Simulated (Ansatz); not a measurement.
`F[SiH2][S][AlH2]`. The species carries charge 0 and has multiplicity 1. The structure was optimised at the PBE0-D4/def2-TZVP level. It is one conformer, not always the lowest.

```xyz
8

F     1.067    1.660    0.936
Si   -0.377    1.327    0.335
S    -0.194    0.210   -1.454
Al    0.419   -1.703   -0.582
H    -1.117    0.584    1.379
H    -1.032    2.609   -0.005
H     0.465   -1.833    0.991
H     0.768   -2.855   -1.600
```

What is the dipole moment at PBE/def2-TZVPP? (Estimate.)

Computed: 1.12 D, with components (-0.76, -0.81, 0.12) D in this frame, pointing from negative to positive charge.

And with r2SCAN, B3LYP, ωB97M-V? (An estimate is asked.)

Ansatz gave: r2SCAN 1.16 D, B3LYP 1.22 D, ωB97M-V 1.22 D.

Give the Mulliken charges with PBE, r2SCAN, ωB97M-V in def2-TZVPP. (Estimate.)

The calculation gave: 
```csv
atom,PBE,r2SCAN,ωB97M-V
F1,-0.27,-0.32,-0.31
Si2,0.50,0.60,0.47
S3,-0.26,-0.33,-0.28
Al4,0.38,0.50,0.38
H5,-0.06,-0.08,-0.03
H6,-0.06,-0.08,-0.03
H7,-0.10,-0.15,-0.10
H8,-0.10,-0.14,-0.10
```

B3LYP here is the variant with VWN-RPA as its local correlation; programs differ in this.
